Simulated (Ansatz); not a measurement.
Ansatz results at the PBE0-D4/def2-TZVP geometry: zero-point energy (PBE0-D4/def2-TZVP) 228.1 kJ/mol; ideal-gas entropy at 298 K and 1 bar (rigid rotor, harmonic PBE0-D4/def2-TZVP) 400 J/(mol·K); size of the dipole moment (ωB97M-V/def2-TZVPP) 1.94 D.

Each molecule was computed in one conformer, which needn't be the lowest.

Question: Which molecule gave them?
A. `[OH][AlH][CH2]S`
B. `C[BH][Ga]([NH2])[OH]`
C. `NC(O)(F)F`
D. `C=CC(O)=S`

Answer: B. The others give `C=CC(O)=S`: 171.7, 310, 1.75; `NC(O)(F)F`: 141.4, 301, 1.94; `[OH][AlH][CH2]S`: 148.4, 352, 1.78.
